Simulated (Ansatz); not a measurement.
Pulling on the As1–As2 bond in As2 (multiplicity 1 held). Energies count from the point at 2.104 Å.


Restricted levels (R-, RO-) in cc, def2 and unpolarised 6-31G sets keep to the state of the molecule at rest. Unrestricted levels (U-) break spin symmetry where that is lower. Curves can end on different states.

Cores are frozen in the correlated methods. Filled d and f shells under p-block atoms count as core.

Run with Ansatz (Gaussian basis) for Hartree–Fock, density functionals and correlated methods. 

One of these levels gives 91.54 kcal/mol for the energy at R = 8.417 Å. Which?
(A) U-wB97X-V/cc-pVTZ
(B) U-HF/cc-pVTZ
(C) U-MP2/cc-pVTZ
(D) R-PBE/cc-pVTZ

A, U-wB97X-V/cc-pVTZ. The others give 21.65 (U-HF/cc-pVTZ), 176.06 (R-PBE/cc-pVTZ), 57.90 (U-MP2/cc-pVTZ)

Doubts at one or more of the structures used: a spin-contaminated determinant (U-HF/cc-pVTZ, U-wB97X-V/cc-pVTZ, U-MP2/cc-pVTZ); a restricted determinant that unrestricted orbitals would lower (R-PBE/cc-pVTZ).

Ansatz is a quantum-chemistry and plane-wave program.
